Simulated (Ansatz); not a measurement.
Geometry optimisation, RKS B3LYP-D4/def2-SVP (Ansatz 0.2.0).

Input file:

```yaml
crystal:
  periodic: [false, false, false]
  atoms:
    - { symbol: B, position_ang: [0.0, 0.0, 0.0] }
    - { symbol: Cl, position_ang: [0.0, 0.0, 1.86] }
    - { symbol: C, position_ang: [1.3856, 0.0, -0.8] }
    - { symbol: H, position_ang: [1.7152, -1.0462, -0.9702] }
    - { symbol: H, position_ang: [1.2491, 0.508, -1.7774] }
    - { symbol: H, position_ang: [2.1552, 0.5381, -0.2082] }
    - { symbol: F, position_ang: [-1.1431, 0.0, -0.66] }
basis:
  gaussian: { orbitals: def2-SVP }
hamiltonian:
  xc: b3lyp
  dispersion: d4
relax:
  f_tol: 0.02
  max_steps: 40
```

Run as:

```bash
$ ansatz run input.yaml --threads 2 --pin off --max-ram 3072MiB --backend cpu --events-out ev --progress --plain --runs-dir out
```

Question: Where does it end, and by what steps?

Answer: It converged. After 6 steps the energy has fallen by 0.130 eV; Cl2 moved furthest, 0.08 Å.

```
step  energy less start (eV)  largest force component (eV/Å)  accepted
   0                  0.0000                           1.669       yes
   1                 -0.1049                           0.843       yes
   2                 -0.1022                           0.787        no
   3                 -0.1278                           0.195       yes
   4                 -0.1178                           0.718        no
   5                 -0.1302                           0.041       yes
   6                 -0.1305                           0.018       yes
```

```xyz
7
Properties=species:S:1:pos:R:3
B 0.030 0.011 0.014
Cl -0.033 -0.010 1.784
C 1.373 0.030 -0.781
H 1.681 -1.019 -0.954
H 1.254 0.496 -1.771
H 2.191 0.518 -0.233
F -1.133 -0.026 -0.615
```

Whether the end is a true minimum wasn't checked by a vibrational analysis.

Time of the run: 15 s on 2 threads of Intel(R) Xeon(R) Platinum 8175M CPU @ 2.50GHz (Skylake/Cascade Lake), with other jobs on the host, peak memory 0.16 GiB.
